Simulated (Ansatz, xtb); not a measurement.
# H8NSSi2+: which of two isomers lies lower

We compare I, `[SiH3][NH2+][SiH2]S`, a singlet, with II, `[NH3+][SiH2]S[SiH3]`, a singlet. Both are isolated ions in the gas phase, relaxed with B3LYP-D3(BJ)/def2-SVP; the shapes shown needn't be the lowest conformers.

I (Å):

```tsv
atom	x (Å)	y (Å)	z (Å)
N	-1.0952	-0.8972	1.2569
S	-2.5197	-3.2645	-0.4679
Si	-0.9479	-1.8527	-0.3906
Si	-2.8535	-0.4545	1.8262
H	0.4188	-2.4105	-0.3278
H	-1.1763	-0.7739	-1.3707
H	-1.8495	-4.2274	0.2123
H	-0.5429	-0.0302	1.1767
H	-0.6314	-1.4290	2.0071
H	-3.3526	-1.6871	2.4633
H	-2.6321	0.6705	2.7596
H	-3.5364	-0.0754	0.5728
```

II (Å):

```xyz
12

N    -1.6496   -0.2794   -1.3048
S     0.0913    1.4956    0.7438
Si    0.0301   -0.2963   -0.3310
Si   -0.9697    0.8936    2.5983
H    -1.7670   -1.0933   -1.9256
H    -1.7274    0.5631   -1.8918
H    -2.4586   -0.2663   -0.6684
H    -0.1294   -1.5530    0.4326
H     0.9822   -0.3419   -1.4573
H    -1.2945    2.1788    3.2533
H    -2.1911    0.1540    2.1728
H    -0.0751    0.0184    3.3909
```

**Question.** Which of the two would you expect CCSD(T)/def2-SVP + ΔMP2/def2-TZVPP electronic energies to favour?

**Answer.** Structure II; the calculation gives E(II) − E(I) = −0.267 eV.

Level by level:

| level | geometry | E(II) − E(I) (eV) | departure from the last row (eV) | job, with rough time for the two |
| --- | --- | --- | --- | --- |
| B3LYP-D3(BJ)/def2-SVP | B3LYP-D3(BJ)/def2-SVP | −0.231 | +0.036 | optimisation, 2.3 min |
| HF/def2-SVP | B3LYP-D3(BJ)/def2-SVP | −0.261 | +0.005 | part of the CCSD(T) run |
| MP2/def2-SVP | B3LYP-D3(BJ)/def2-SVP | −0.245 | +0.022 | part of the CCSD(T) run |
| CCSD(T)/def2-SVP | B3LYP-D3(BJ)/def2-SVP | −0.214 | +0.053 | single point |
| CCSD(T)/def2-SVP + ΔMP2/def2-TZVPP | B3LYP-D3(BJ)/def2-SVP | −0.267 |  | single point, 21 s |

As drawn, II has 1 S–Si, 1 N–H in place of 1 N–Si, 1 S–H.

The levels shown agree on the order. The largest departure from CCSD(T)/def2-SVP + ΔMP2/def2-TZVPP is that of CCSD(T)/def2-SVP, 0.053 eV. Levels run at GFN2-xTB geometries aren't shown. The last row adds to CCSD(T) the change of the MP2 difference between the two basis sets, here −0.053 eV.

With harmonic frequencies from B3LYP-D3(BJ)/def2-SVP (ideal gas, rigid rotor, one conformer each, 298.15 K, 1 atm): on the last row, ΔE + ΔZPE = −0.194 eV. A mode under 50 cm⁻¹ makes harmonic enthalpies and free energies unreliable, so none is given.

The correlated steps freeze 16 core orbitals. Programs: Ansatz 0.2.0; the last row on 2 threads of Arm Neoverse V2 on a shared host.
